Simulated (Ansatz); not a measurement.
**Molecular dynamics of ClFH$_{6}$N$_{3}$Ta**

The input (input.yaml):

```yaml
crystal:
  periodic: [false, false, false]
  atoms:
    - { symbol: Ta, position_ang: [-0.188005, 0.386009, 0.00023] }
    - { symbol: Cl, position_ang: [2.039999, 1.232876, 0.03181] }
    - { symbol: "N", position_ang: [0.132766, -0.326268, 1.852137] }
    - { symbol: H, position_ang: [-0.401442, -1.111389, 2.24153] }
    - { symbol: H, position_ang: [1.004147, -0.195005, 2.375979] }
    - { symbol: "N", position_ang: [0.178668, -0.311099, -1.848877] }
    - { symbol: H, position_ang: [-0.345934, -1.092331, -2.258648] }
    - { symbol: H, position_ang: [1.062045, -0.174223, -2.35076] }
    - { symbol: "N", position_ang: [-1.178358, 2.09448, -0.005618] }
    - { symbol: H, position_ang: [-1.474339, 2.60442, 0.833744] }
    - { symbol: H, position_ang: [-1.451887, 2.610205, -0.849066] }
    - { symbol: F, position_ang: [-1.642659, -0.859374, -0.022462] }
basis:
  gaussian: { orbitals: def2-SVP }
hamiltonian:
  xc: pbe
md:
  timestep: 0.5
  n_steps: 250
  ensemble: nve_milne
  temperature: 500.0
  initial_velocities: maxwell_boltzmann
  seed: 776520
```

Launched with:

```bash
$ ansatz run input.yaml --threads 4 --pin off --max-ram 5120MiB --backend cpu --events-out ev --progress --plain --runs-dir out
```

It starts from a relaxed structure.

Output, in part (one step line in 3, the closing report, with atoms numbered from 0):

```
md step     0: t =     0.00 fs  T =   500.0 K  F+E_penalty+E_count = -21344.00226877 eV  E_kin = 0.646300 eV  conserved = -21343.35596877 eV  (33 SCF iters)
md step     3: t =     1.50 fs  T =   384.1 K  F+E_penalty+E_count = -21343.85263542 eV  E_kin = 0.496504 eV  conserved = -21343.35613097 eV  (31 SCF iters)
md step     6: t =     3.00 fs  T =   306.4 K  F+E_penalty+E_count = -21343.75201941 eV  E_kin = 0.396000 eV  conserved = -21343.35601985 eV  (31 SCF iters)
md step     9: t =     4.50 fs  T =   357.8 K  F+E_penalty+E_count = -21343.81842531 eV  E_kin = 0.462508 eV  conserved = -21343.35591736 eV  (31 SCF iters)
md step    12: t =     6.00 fs  T =   288.9 K  F+E_penalty+E_count = -21343.72934665 eV  E_kin = 0.373383 eV  conserved = -21343.35596361 eV  (31 SCF iters)
md step    15: t =     7.50 fs  T =   217.0 K  F+E_penalty+E_count = -21343.63662221 eV  E_kin = 0.280511 eV  conserved = -21343.35611129 eV  (31 SCF iters)
md step    18: t =     9.00 fs  T =   334.9 K  F+E_penalty+E_count = -21343.78910005 eV  E_kin = 0.432947 eV  conserved = -21343.35615289 eV  (32 SCF iters)
md step    21: t =    10.50 fs  T =   311.7 K  F+E_penalty+E_count = -21343.75910074 eV  E_kin = 0.402967 eV  conserved = -21343.35613417 eV  (34 SCF iters)
md step    24: t =    12.00 fs  T =   217.5 K  F+E_penalty+E_count = -21343.63720724 eV  E_kin = 0.281155 eV  conserved = -21343.35605178 eV  (32 SCF iters)
md step    27: t =    13.50 fs  T =   265.9 K  F+E_penalty+E_count = -21343.69959992 eV  E_kin = 0.343667 eV  conserved = -21343.35593290 eV  (32 SCF iters)
md step    30: t =    15.00 fs  T =   244.7 K  F+E_penalty+E_count = -21343.67219643 eV  E_kin = 0.316266 eV  conserved = -21343.35593022 eV  (33 SCF iters)
md step    33: t =    16.50 fs  T =   114.7 K  F+E_penalty+E_count = -21343.50428373 eV  E_kin = 0.148208 eV  conserved = -21343.35607608 eV  (32 SCF iters)
md step    36: t =    18.00 fs  T =   184.4 K  F+E_penalty+E_count = -21343.59453025 eV  E_kin = 0.238370 eV  conserved = -21343.35616058 eV  (32 SCF iters)
md step    39: t =    19.50 fs  T =   243.8 K  F+E_penalty+E_count = -21343.67126559 eV  E_kin = 0.315129 eV  conserved = -21343.35613666 eV  (32 SCF iters)
md step    42: t =    21.00 fs  T =   184.5 K  F+E_penalty+E_count = -21343.59460619 eV  E_kin = 0.238517 eV  conserved = -21343.35608916 eV  (32 SCF iters)
md step    45: t =    22.50 fs  T =   270.5 K  F+E_penalty+E_count = -21343.70561009 eV  E_kin = 0.349646 eV  conserved = -21343.35596385 eV  (32 SCF iters)
md step    48: t =    24.00 fs  T =   335.8 K  F+E_penalty+E_count = -21343.78994368 eV  E_kin = 0.434017 eV  conserved = -21343.35592704 eV  (31 SCF iters)
md step    51: t =    25.50 fs  T =   234.4 K  F+E_penalty+E_count = -21343.65902582 eV  E_kin = 0.303001 eV  conserved = -21343.35602524 eV  (32 SCF iters)
md step    54: t =    27.00 fs  T =   220.3 K  F+E_penalty+E_count = -21343.64087416 eV  E_kin = 0.284742 eV  conserved = -21343.35613257 eV  (32 SCF iters)
md step    57: t =    28.50 fs  T =   272.9 K  F+E_penalty+E_count = -21343.70883781 eV  E_kin = 0.352714 eV  conserved = -21343.35612340 eV  (31 SCF iters)
md step    60: t =    30.00 fs  T =   181.0 K  F+E_penalty+E_count = -21343.59005556 eV  E_kin = 0.233948 eV  conserved = -21343.35610736 eV  (32 SCF iters)
md step    63: t =    31.50 fs  T =   206.9 K  F+E_penalty+E_count = -21343.62341771 eV  E_kin = 0.267408 eV  conserved = -21343.35600957 eV  (32 SCF iters)
md step    66: t =    33.00 fs  T =   309.6 K  F+E_penalty+E_count = -21343.75616072 eV  E_kin = 0.400222 eV  conserved = -21343.35593889 eV  (31 SCF iters)
md step    69: t =    34.50 fs  T =   270.0 K  F+E_penalty+E_count = -21343.70493832 eV  E_kin = 0.348949 eV  conserved = -21343.35598941 eV  (32 SCF iters)
md step    72: t =    36.00 fs  T =   230.1 K  F+E_penalty+E_count = -21343.65345665 eV  E_kin = 0.297369 eV  conserved = -21343.35608730 eV  (32 SCF iters)
md step    75: t =    37.50 fs  T =   294.6 K  F+E_penalty+E_count = -21343.73692264 eV  E_kin = 0.380822 eV  conserved = -21343.35610018 eV  (31 SCF iters)
md step    78: t =    39.00 fs  T =   196.1 K  F+E_penalty+E_count = -21343.60953545 eV  E_kin = 0.253429 eV  conserved = -21343.35610633 eV  (32 SCF iters)
md step    81: t =    40.50 fs  T =   128.2 K  F+E_penalty+E_count = -21343.52175530 eV  E_kin = 0.165687 eV  conserved = -21343.35606812 eV  (32 SCF iters)
md step    84: t =    42.00 fs  T =   216.9 K  F+E_penalty+E_count = -21343.63632730 eV  E_kin = 0.280342 eV  conserved = -21343.35598520 eV  (32 SCF iters)
md step    87: t =    43.50 fs  T =   221.5 K  F+E_penalty+E_count = -21343.64232172 eV  E_kin = 0.286321 eV  conserved = -21343.35600022 eV  (34 SCF iters)
md step    90: t =    45.00 fs  T =   193.7 K  F+E_penalty+E_count = -21343.60638801 eV  E_kin = 0.250324 eV  conserved = -21343.35606423 eV  (32 SCF iters)
md step    93: t =    46.50 fs  T =   297.5 K  F+E_penalty+E_count = -21343.74065362 eV  E_kin = 0.384578 eV  conserved = -21343.35607598 eV  (31 SCF iters)
md step    96: t =    48.00 fs  T =   270.9 K  F+E_penalty+E_count = -21343.70622991 eV  E_kin = 0.350156 eV  conserved = -21343.35607406 eV  (31 SCF iters)
md step    99: t =    49.50 fs  T =   152.8 K  F+E_penalty+E_count = -21343.55364374 eV  E_kin = 0.197554 eV  conserved = -21343.35608970 eV  (32 SCF iters)
md step   102: t =    51.00 fs  T =   192.3 K  F+E_penalty+E_count = -21343.60462647 eV  E_kin = 0.248598 eV  conserved = -21343.35602799 eV  (32 SCF iters)
md step   105: t =    52.50 fs  T =   199.3 K  F+E_penalty+E_count = -21343.61363311 eV  E_kin = 0.257617 eV  conserved = -21343.35601586 eV  (31 SCF iters)
md step   108: t =    54.00 fs  T =   143.2 K  F+E_penalty+E_count = -21343.54120421 eV  E_kin = 0.185160 eV  conserved = -21343.35604429 eV  (32 SCF iters)
md step   111: t =    55.50 fs  T =   230.4 K  F+E_penalty+E_count = -21343.65383921 eV  E_kin = 0.297796 eV  conserved = -21343.35604303 eV  (31 SCF iters)
md step   114: t =    57.00 fs  T =   313.7 K  F+E_penalty+E_count = -21343.76147183 eV  E_kin = 0.405455 eV  conserved = -21343.35601647 eV  (31 SCF iters)
md step   117: t =    58.50 fs  T =   224.8 K  F+E_penalty+E_count = -21343.64661129 eV  E_kin = 0.290548 eV  conserved = -21343.35606347 eV  (32 SCF iters)
md step   120: t =    60.00 fs  T =   225.7 K  F+E_penalty+E_count = -21343.64780715 eV  E_kin = 0.291743 eV  conserved = -21343.35606459 eV  (32 SCF iters)
md step   123: t =    61.50 fs  T =   237.2 K  F+E_penalty+E_count = -21343.66264668 eV  E_kin = 0.306605 eV  conserved = -21343.35604177 eV  (32 SCF iters)
md step   126: t =    63.00 fs  T =   132.8 K  F+E_penalty+E_count = -21343.52765500 eV  E_kin = 0.171604 eV  conserved = -21343.35605066 eV  (32 SCF iters)
md step   129: t =    64.50 fs  T =   131.5 K  F+E_penalty+E_count = -21343.52604561 eV  E_kin = 0.170010 eV  conserved = -21343.35603539 eV  (32 SCF iters)
md step   132: t =    66.00 fs  T =   247.8 K  F+E_penalty+E_count = -21343.67633578 eV  E_kin = 0.320353 eV  conserved = -21343.35598231 eV  (32 SCF iters)
md step   135: t =    67.50 fs  T =   213.4 K  F+E_penalty+E_count = -21343.63190724 eV  E_kin = 0.275870 eV  conserved = -21343.35603717 eV  (32 SCF iters)
md step   138: t =    69.00 fs  T =   234.1 K  F+E_penalty+E_count = -21343.65871361 eV  E_kin = 0.302616 eV  conserved = -21343.35609792 eV  (32 SCF iters)
md step   141: t =    70.50 fs  T =   314.3 K  F+E_penalty+E_count = -21343.76230325 eV  E_kin = 0.406227 eV  conserved = -21343.35607635 eV  (31 SCF iters)
md step   144: t =    72.00 fs  T =   231.4 K  F+E_penalty+E_count = -21343.65515267 eV  E_kin = 0.299083 eV  conserved = -21343.35606923 eV  (31 SCF iters)
md step   147: t =    73.50 fs  T =   162.6 K  F+E_penalty+E_count = -21343.56624199 eV  E_kin = 0.210213 eV  conserved = -21343.35602862 eV  (32 SCF iters)
md step   150: t =    75.00 fs  T =   243.8 K  F+E_penalty+E_count = -21343.67114072 eV  E_kin = 0.315187 eV  conserved = -21343.35595398 eV  (32 SCF iters)
md step   153: t =    76.50 fs  T =   228.1 K  F+E_penalty+E_count = -21343.65083739 eV  E_kin = 0.294862 eV  conserved = -21343.35597489 eV  (34 SCF iters)
md step   156: t =    78.00 fs  T =   206.1 K  F+E_penalty+E_count = -21343.62250034 eV  E_kin = 0.266417 eV  conserved = -21343.35608356 eV  (32 SCF iters)
md step   159: t =    79.50 fs  T =   336.4 K  F+E_penalty+E_count = -21343.79094887 eV  E_kin = 0.434854 eV  conserved = -21343.35609529 eV  (32 SCF iters)
md step   162: t =    81.00 fs  T =   338.6 K  F+E_penalty+E_count = -21343.79381032 eV  E_kin = 0.437722 eV  conserved = -21343.35608830 eV  (31 SCF iters)
md step   165: t =    82.50 fs  T =   259.0 K  F+E_penalty+E_count = -21343.69080361 eV  E_kin = 0.334762 eV  conserved = -21343.35604152 eV  (32 SCF iters)
md step   168: t =    84.00 fs  T =   302.5 K  F+E_penalty+E_count = -21343.74698837 eV  E_kin = 0.391037 eV  conserved = -21343.35595150 eV  (32 SCF iters)
md step   171: t =    85.50 fs  T =   288.8 K  F+E_penalty+E_count = -21343.72917413 eV  E_kin = 0.373248 eV  conserved = -21343.35592612 eV  (32 SCF iters)
md step   174: t =    87.00 fs  T =   164.7 K  F+E_penalty+E_count = -21343.56897556 eV  E_kin = 0.212908 eV  conserved = -21343.35606797 eV  (32 SCF iters)
md step   177: t =    88.50 fs  T =   245.2 K  F+E_penalty+E_count = -21343.67308849 eV  E_kin = 0.316955 eV  conserved = -21343.35613343 eV  (33 SCF iters)
md step   180: t =    90.00 fs  T =   302.8 K  F+E_penalty+E_count = -21343.74750449 eV  E_kin = 0.391387 eV  conserved = -21343.35611782 eV  (32 SCF iters)
md step   183: t =    91.50 fs  T =   234.6 K  F+E_penalty+E_count = -21343.65930362 eV  E_kin = 0.303231 eV  conserved = -21343.35607292 eV  (31 SCF iters)
md step   186: t =    93.00 fs  T =   287.1 K  F+E_penalty+E_count = -21343.72701209 eV  E_kin = 0.371043 eV  conserved = -21343.35596954 eV  (32 SCF iters)
md step   189: t =    94.50 fs  T =   357.8 K  F+E_penalty+E_count = -21343.81834412 eV  E_kin = 0.462447 eV  conserved = -21343.35589709 eV  (32 SCF iters)
md step   192: t =    96.00 fs  T =   228.4 K  F+E_penalty+E_count = -21343.65118862 eV  E_kin = 0.295185 eV  conserved = -21343.35600401 eV  (33 SCF iters)
md step   195: t =    97.50 fs  T =   210.2 K  F+E_penalty+E_count = -21343.62779936 eV  E_kin = 0.271674 eV  conserved = -21343.35612576 eV  (32 SCF iters)
md step   198: t =    99.00 fs  T =   280.0 K  F+E_penalty+E_count = -21343.71808124 eV  E_kin = 0.361958 eV  conserved = -21343.35612320 eV  (33 SCF iters)
md step   201: t =   100.50 fs  T =   223.0 K  F+E_penalty+E_count = -21343.64440325 eV  E_kin = 0.288299 eV  conserved = -21343.35610423 eV  (33 SCF iters)
md step   204: t =   102.00 fs  T =   253.8 K  F+E_penalty+E_count = -21343.68402118 eV  E_kin = 0.328008 eV  conserved = -21343.35601288 eV  (32 SCF iters)
md step   207: t =   103.50 fs  T =   394.2 K  F+E_penalty+E_count = -21343.86549475 eV  E_kin = 0.509577 eV  conserved = -21343.35591743 eV  (31 SCF iters)
md step   210: t =   105.00 fs  T =   349.9 K  F+E_penalty+E_count = -21343.80830844 eV  E_kin = 0.452338 eV  conserved = -21343.35597075 eV  (31 SCF iters)
md step   213: t =   106.50 fs  T =   279.8 K  F+E_penalty+E_count = -21343.71780114 eV  E_kin = 0.361675 eV  conserved = -21343.35612656 eV  (32 SCF iters)
md step   216: t =   108.00 fs  T =   346.7 K  F+E_penalty+E_count = -21343.80432280 eV  E_kin = 0.448169 eV  conserved = -21343.35615352 eV  (32 SCF iters)
md step   219: t =   109.50 fs  T =   270.3 K  F+E_penalty+E_count = -21343.70547201 eV  E_kin = 0.349332 eV  conserved = -21343.35614006 eV  (34 SCF iters)
md step   222: t =   111.00 fs  T =   196.6 K  F+E_penalty+E_count = -21343.61019553 eV  E_kin = 0.254137 eV  conserved = -21343.35605878 eV  (32 SCF iters)
md step   225: t =   112.50 fs  T =   313.1 K  F+E_penalty+E_count = -21343.76065030 eV  E_kin = 0.404707 eV  conserved = -21343.35594376 eV  (33 SCF iters)
md step   228: t =   114.00 fs  T =   346.8 K  F+E_penalty+E_count = -21343.80414522 eV  E_kin = 0.448212 eV  conserved = -21343.35593312 eV  (32 SCF iters)
md step   231: t =   115.50 fs  T =   267.3 K  F+E_penalty+E_count = -21343.70157629 eV  E_kin = 0.345490 eV  conserved = -21343.35608639 eV  (32 SCF iters)
md step   234: t =   117.00 fs  T =   346.0 K  F+E_penalty+E_count = -21343.80336476 eV  E_kin = 0.447217 eV  conserved = -21343.35614747 eV  (32 SCF iters)
md step   237: t =   118.50 fs  T =   312.3 K  F+E_penalty+E_count = -21343.75977590 eV  E_kin = 0.403640 eV  conserved = -21343.35613584 eV  (32 SCF iters)
md step   240: t =   120.00 fs  T =   168.2 K  F+E_penalty+E_count = -21343.57356616 eV  E_kin = 0.217478 eV  conserved = -21343.35608787 eV  (31 SCF iters)
md step   243: t =   121.50 fs  T =   195.7 K  F+E_penalty+E_count = -21343.60889219 eV  E_kin = 0.252905 eV  conserved = -21343.35598764 eV  (32 SCF iters)
md step   246: t =   123.00 fs  T =   260.3 K  F+E_penalty+E_count = -21343.69245394 eV  E_kin = 0.336520 eV  conserved = -21343.35593421 eV  (32 SCF iters)
md step   249: t =   124.50 fs  T =   191.0 K  F+E_penalty+E_count = -21343.60289302 eV  E_kin = 0.246854 eV  conserved = -21343.35603899 eV  (32 SCF iters)
md step   250: t =   125.00 fs  T =   188.2 K  F+E_penalty+E_count = -21343.59934983 eV  E_kin = 0.243219 eV  conserved = -21343.35613080 eV  (34 SCF iters)
Total energy: -21343.59941787 eV, -784.3628113953 hartree
Atom 0 at    -0.178106     0.376755     0.003854 Å, force     0.384029    -0.298596    -0.344581 eV/Å
Atom 1 at     1.976708     1.346523     0.007921 Å, force     0.430016    -0.245309     0.060215 eV/Å
Atom 2 at     0.055889    -0.449736     1.828675 Å, force     1.651617     1.841566    -0.109901 eV/Å
Atom 3 at    -0.619436    -1.151252     2.005902 Å, force    -0.935892    -1.313801     0.712366 eV/Å
Atom 4 at     0.725991    -0.258346     2.612984 Å, force    -0.665949    -0.320732    -0.836643 eV/Å
Atom 5 at     0.126578    -0.420938    -1.849562 Å, force    -1.609832    -0.949010     0.814870 eV/Å
Atom 6 at    -0.228943    -1.349949    -2.177236 Å, force    -0.328500     0.707111     0.545639 eV/Å
Atom 7 at     1.010808    -0.397401    -2.280564 Å, force     2.093892     0.636499    -0.872584 eV/Å
Atom 8 at    -1.008630     2.156990     0.015962 Å, force    -0.666793    -0.403209    -2.552653 eV/Å
Atom 9 at    -1.121386     2.648478     0.859844 Å, force    -0.310253     1.138721     1.803641 eV/Å
Atom 10 at    -1.373162     2.729531    -0.789507 Å, force     0.442609    -0.648295     0.802171 eV/Å
Atom 11 at    -1.648963    -0.835050    -0.023171 Å, force    -0.484943    -0.144943    -0.022540 eV/Å
Dipole moment:    -0.164126     0.096833     0.118517 e Å
```

All steps were run. The conserved energy stayed within 0.054 meV per atom of its start (net change -0.014 meV per atom), so the integration is sound. Over the second half the temperature averaged 0.52 of the 500 K drawn at the start: a run that starts near a minimum puts about half its kinetic energy into the potential. A run of 0.12 ps of so small a system gives no equilibrium averages.

The same pairs are bonded in the first frame and the last. Pairs count as bonded within 1.25 times the sum of covalent radii (0.12 Å more for H–H).

Last frame:

```xyz
12
Properties=species:S:1:pos:R:3
Ta -0.178 0.377 0.004
Cl 1.977 1.347 0.008
N 0.056 -0.450 1.829
H -0.619 -1.151 2.006
H 0.726 -0.258 2.613
N 0.127 -0.421 -1.850
H -0.229 -1.350 -2.177
H 1.011 -0.397 -2.281
N -1.009 2.157 0.016
H -1.121 2.648 0.860
H -1.373 2.729 -0.789
F -1.649 -0.835 -0.023
```

Time of the run: 8.2 min on 4 threads of Arm Neoverse V1 (shared host), peak memory 0.21 GiB.
